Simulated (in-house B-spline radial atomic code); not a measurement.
A fraction x of an electron is removed from 4p in Sr VI (Sr5+), starting from [Ar] 3d10 4s2 4p3 and keeping the highest spin. Level of theory: scalar-relativistic (X2C) SCAN, spin-polarised, spherical fractional occupations, Fermi nucleus of rms radius 4.224 fm; calculated with an all-electron radial atomic-structure program (B-spline basis).

```tsv
x	E(x) - E(0) (eV)	4p up level (eV)
0	0.0000	-82.353
0.04	3.3061	-82.953
0.22	18.4813	-85.662
0.29	24.5146	-86.718
0.46	39.4753	-89.292
0.5	43.0591	-89.899
0.58	50.2997	-91.115
0.68	59.4873	-92.639
0.81	71.6592	-94.622
0.94	84.0891	-96.608
1	89.9131	-97.526
```

The exact functional would give a straight line between the two integer points. Deviations E(x) - E(0) - x[E(1) - E(0)], in eV: -0.29 at x = 0.04, -1.3 at x = 0.22, -1.56 at x = 0.29, -1.885 at x = 0.46, -1.897 at x = 0.5, -1.85 at x = 0.58, -1.654 at x = 0.68, -1.17 at x = 0.81, -0.429 at x = 0.94.

The curve lies below the straight line by up to 1.897 eV (at x = 0.5): convex, the delocalisation error that favours fractional charges.

(1) How well does Slater's transition state (minus the level at half occupation) give the ionisation energy?

Results:

(1) It gives 89.899 eV against 89.913 eV from the two total energies; NIST lists 88.00 eV, ground level to ground level.
